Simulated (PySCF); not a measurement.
C₂H₇Si, SMILES C[SiH2][CH2], multiplicity 2.

Coordinates come from a r2SCAN-D4/def2-SVP optimisation. The isomer is the one that the SMILES or the coordinates give; other isomers of the formula were not compared.

These are TDA-PBE/def2-SVPD (PySCF 2.14.0) values and carry that method's errors.

Vertical excitations. Gas-phase values at a fixed geometry.

```csv
state,energy (eV),λ (nm),f,main pairs
root 1,4.29,289,0.002,β HOMO→LUMO 93 %
root 2,4.46,278,0.004,β HOMO−2→LUMO 85 %
root 3,4.64,267,0.035,β HOMO−1→LUMO 91 %
root 4,5.39,230,0.004,α HOMO→LUMO 99 %
root 5,5.64,220,0.010,α HOMO→LUMO+1 99 %
root 6,6.18,200,0.001,"α HOMO→LUMO+2 9 %, β HOMO−3→LUMO 85 %"
root 7,6.25,198,0.010,"α HOMO→LUMO+2 90 %, β HOMO−3→LUMO 9 %"
root 8,6.51,191,0.001,"α HOMO→LUMO+3 93 %, β HOMO−4→LUMO 5 %"
root 9,6.55,189,0.005,"α HOMO→LUMO+3 5 %, β HOMO−4→LUMO 92 %"
root 10,6.67,186,0.000,β HOMO−5→LUMO 92 %
```
Unrestricted roots are not spin-pure.
